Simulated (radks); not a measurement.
Results of a calculation; reference values are marked as such.
Spherical jellium clusters: N electrons in a uniform positive sphere of charge N and radius rs N^(1/3), rs = 2 bohr. Level of theory: non-relativistic Kohn-Sham, LDA (Slater exchange, Perdew-Wang correlation), spin-polarised, spherical densities (a radial shooting solver with Libxc functionals). Levels are named by radial order and angular momentum (1s, 1p, 1d, 2s, ...), and open shells are averaged over m.

N = 10, configuration 1s2 1p6 1d(up 2, down 0). This is the lowest configuration that the search found. Occupied and some empty levels:

| level | occupation | eigenvalue (eV) | <r> (bohr) |
|---|---|---|---|
| 1s up | 1 | -11.245 | 2.842 |
| 1s down | 1 | -10.939 | 2.794 |
| 1p up | 3 | -6.9195 | 3.695 |
| 1p down | 3 | -6.4749 | 3.672 |
| 1d up | 2 | -2.4793 | 4.770 |
| 2s up | 0 | -2.4273 | 5.320 |
| 2s down | 0 | -2.1050 | 5.455 |
| 1d down | 0 | -2.0021 | 4.842 |
| 2p up | 0 | -0.39545 | 9.298 |
| 2p down | 0 | -0.24717 | 10.20 |

Energy (eV): total 0.233238, kinetic 54.719, external -703.16, Hartree 329.42, exchange-correlation -59.652, background 378.91.

Electron density:

| r (bohr) | n(r) (e/bohr^3) |
|---|---|
| 0.361 | 0.02113 |
| 0.763 | 0.02315 |
| 1.17 | 0.02595 |
| 1.57 | 0.02864 |
| 1.97 | 0.03028 |
| 2.37 | 0.03017 |
| 2.77 | 0.02801 |
| 3.17 | 0.02405 |
| 3.58 | 0.01901 |
| 3.98 | 0.01384 |
| 4.38 | 0.009369 |
| 4.78 | 0.006024 |
| 5.18 | 0.003758 |
| 5.59 | 0.002306 |
| 5.99 | 0.001406 |
| 6.39 | 0.0008538 |
| 6.79 | 0.0005191 |
| 7.19 | 0.0003169 |
| 7.59 | 0.0001943 |
| 8.00 | 0.0001198 |
